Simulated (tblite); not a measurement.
Species: C3H9BrP2Si.
Bonds: P1–Si2, Si2–P3, Si2–C4, C4–Br5, C4–C6, C6–C7, C4–C7. Hydrogens: H8, H9 on P1; H10 on Si2; H11, H12 on P3; H13, H14 on C6; H15, H16 on C7.

Computed with GFN2-xTB (tblite), gas phase: L-BFGS steps from a force-field or distance-geometry start until the largest atomic force falls under 0.01 eV/Å.

Step 35: E = -593.8616 eV
```
atom  x, y, z in Å  |  force x, y, z in eV/Å
P1     -0.9503    1.6090   -1.5256    0.031  -0.032   0.014
Si2    -1.1507    0.2171    0.2345   -0.039  -0.069  -0.037
P3     -2.1588   -1.7064   -0.3856    0.003   0.046   0.014
C4      0.6280   -0.1280    0.8124    0.026  -0.009   0.016
Br5     0.6760   -1.0474    2.5304   -0.023  -0.003   0.025
C6      1.6758   -0.5391   -0.1754    0.037   0.041  -0.014
C7      1.7760    0.7826    0.5155    0.013   0.013  -0.015
H8     -2.1287    1.1815   -2.1037   -0.017   0.004  -0.024
H9     -1.5766    2.6641   -0.8923    0.015   0.011  -0.001
H10    -1.8757    0.7914    1.3737   -0.017   0.005   0.050
H11    -1.6963   -2.4320    0.6959    0.000   0.003   0.013
H12    -1.0979   -2.1101   -1.1826   -0.019  -0.011  -0.022
H13     1.3954   -0.5492   -1.2212    0.011   0.005  -0.003
H14     2.3717   -1.3191    0.0988   -0.001   0.011  -0.008
H15     1.5643    1.6788   -0.0539   -0.016  -0.001  -0.009
H16     2.5400    0.9158    1.2676   -0.004  -0.015   0.003
```

Step 36: E = -593.8621 eV
```
atom  x, y, z in Å  |  force x, y, z in eV/Å
P1     -0.9544    1.6055   -1.5283    0.042  -0.022   0.012
Si2    -1.1510    0.2146    0.2326   -0.027  -0.044  -0.013
P3     -2.1639   -1.7060   -0.3842    0.017   0.033   0.013
C4      0.6293   -0.1283    0.8098    0.018  -0.017   0.011
Br5     0.6724   -1.0491    2.5295   -0.015   0.009   0.002
C6      1.6802   -0.5378   -0.1761    0.020   0.030  -0.001
C7      1.7777    0.7831    0.5152   -0.005   0.022   0.013
H8     -2.1353    1.1809   -2.1028   -0.023   0.004  -0.023
H9     -1.5742    2.6650   -0.8950    0.015  -0.001  -0.003
H10    -1.8700    0.7906    1.3758   -0.016   0.001   0.037
H11    -1.6974   -2.4322    0.6954   -0.005   0.003   0.013
H12    -1.1035   -2.1085   -1.1830   -0.027  -0.013  -0.026
H13     1.4014   -0.5496   -1.2221    0.013   0.008  -0.005
H14     2.3758   -1.3168    0.1014    0.004   0.007  -0.014
H15     1.5675    1.6818   -0.0503   -0.024  -0.003  -0.027
H16     2.5379    0.9159    1.2707    0.014  -0.017   0.011
```

Task: Estimate the geometry and energy of step 37. (The exact step hangs on the optimiser's Hessian estimate; all steps are aligned on step 36, rigid shifts and turns removed.)

Result: E = -593.8625 eV, largest force 0.043 eV/Å
```
atom  x, y, z in Å  |  force x, y, z in eV/Å
P1     -0.9559    1.6031   -1.5292    0.036  -0.015   0.006
Si2    -1.1519    0.2120    0.2318   -0.007  -0.007   0.019
P3     -2.1666   -1.7057   -0.3829    0.016   0.009   0.008
C4      0.6302   -0.1286    0.8085    0.004  -0.014   0.000
Br5     0.6704   -1.0496    2.5294   -0.008   0.014  -0.011
C6      1.6829   -0.5364   -0.1767    0.005   0.015   0.007
C7      1.7784    0.7839    0.5149   -0.017   0.023   0.030
H8     -2.1383    1.1811   -2.1036   -0.017   0.008  -0.015
H9     -1.5718    2.6663   -0.8970    0.017  -0.015  -0.004
H10    -1.8668    0.7894    1.3786   -0.009  -0.007   0.018
H11    -1.6982   -2.4330    0.6954   -0.008   0.006   0.010
H12    -1.1075   -2.1081   -1.1838   -0.031  -0.013  -0.026
H13     1.4046   -0.5497   -1.2228    0.014   0.011  -0.005
H14     2.3778   -1.3151    0.1025    0.011   0.005  -0.018
H15     1.5686    1.6837   -0.0487   -0.028  -0.005  -0.032
H16     2.5365    0.9158    1.2723    0.023  -0.014   0.013
```

The energy changes by -0.0004 eV. The first-order estimate −F·Δx gives -0.0005 eV and the mean of the old and new forces, exact on a quadratic surface, -0.0004 eV. The step makes an angle of 69° with the force vector and moves no atom by more than 0.004 Å.

What follows is the cost of the whole relaxation. Hardware: an Arm Neoverse N1 with one thread, no GPU, on a shared host. Cost: 1.5 s.
